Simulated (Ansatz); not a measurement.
C3H6FNSi can be A, `C[C@@H]1C=N[Si@H]1F`, or B, `C=N/C(F)=C/[SiH3]`.

Isolated molecules relaxed with PBE0-D4/def2-TZVP in Ansatz; ΔE leaves out vibrations. CCSD(T)/CBS is the MP2 limit (def2-TZVPP, def2-QZVPP) plus CCSD(T) − MP2 in def2-TZVPP, frozen cores. Functionals use def2-TZVPP. B3LYP here is the variant with VWN-RPA as its local correlation; programs differ in this. Each species was taken in one conformer, which may not be the lowest.

(1) Which isomer does CCSD(T)/CBS put lower? Give the gap. (An estimate is asked.)

(2) Give E(B) − E(A) in kcal/mol with B3LYP-D4, CCSD(T)/def2-TZVPP, B3LYP, PBE0-D4, CCSD/def2-TZVPP, r2SCAN-D4, HF/def2-TZVPP. (Best estimate.)

Largest T1 diagnostic: 0.014.

Answers

(1) Computed: A, by 65.8 kcal/mol.

(2) Ansatz gave: B3LYP-D4 58.2, CCSD(T)/def2-TZVPP 63.8, B3LYP 57.5, PBE0-D4 63.1, CCSD/def2-TZVPP 64.9, r2SCAN-D4 61.0, HF/def2-TZVPP 61.8. None reverses the order clearly.

In def2-TZVPP, CCSD(T) changes the Hartree–Fock value by +2.1 kcal/mol (the triples alone add −1.0 kcal/mol) and MP2 by +7.5 kcal/mol. From PBE to PBE0 (25 % exact exchange), in def2-TZVPP and without D4, E(B) − E(A) moves by +4.9 kcal/mol.
